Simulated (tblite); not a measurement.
Planning a molecular-dynamics run on `FC(F)(F)[B@H-]1OC=CC=[O+]1`.

Method: GFN2-xTB Langevin dynamics, gas phase (tblite 0.8.0). Geometry: GFN2-xTB. Work: Langevin dynamics, 2000 steps. The input is one job of a driver script: a line of settings, then coordinates in Å.

Command:
```bash
OMP_NUM_THREADS=1 python probes_run.py task.json out
```

Input:
```
{"job": {"kind": "md", "xc": "GFN2-xTB", "basis": "xTB", "temperature": 300, "steps": 2000, "every": 50, "frames": 5}, "charge": 0, "multiplicity": 1}
F      2.807300    -0.746774    -0.145777
C      1.869126     0.222931    -0.165984
F      2.538798     1.388185    -0.041205
F      1.391778     0.225419    -1.446058
B      0.653515     0.019378     0.947963
O     -0.299059     1.182436     0.727275
C     -1.311064     1.042897    -0.021191
C     -1.730103    -0.166036    -0.562534
C     -1.043963    -1.302904    -0.154556
O     -0.018360    -1.294470     0.588483
H      1.037201    -0.000460     2.060355
H     -1.892042     1.949911    -0.186540
H     -2.596237    -0.228385    -1.192824
H     -1.407567    -2.292600    -0.429575
```

Hardware: AMD EPYC 9R45, one thread, shared host.

Q: How long does the run take?

A: About 7.2 s. That is 3.6 ms a step, or 500 ps of dynamics an hour.

Q: Estimate the peak memory.

A: About 0.18 GiB. Peak memory is the resident size of the whole Python process, interpreter and libraries included.

Q: At this speed, how long would 1000 such jobs take on 32 cores, one job a core?

A: 1000/32 gives 32 rounds of 7.2 s, about 3.8 min of wall time and 2 core-hours, if the jobs don't slow each other.

Other jobs ran on the host; a repeat could differ by tens of per cent or more.
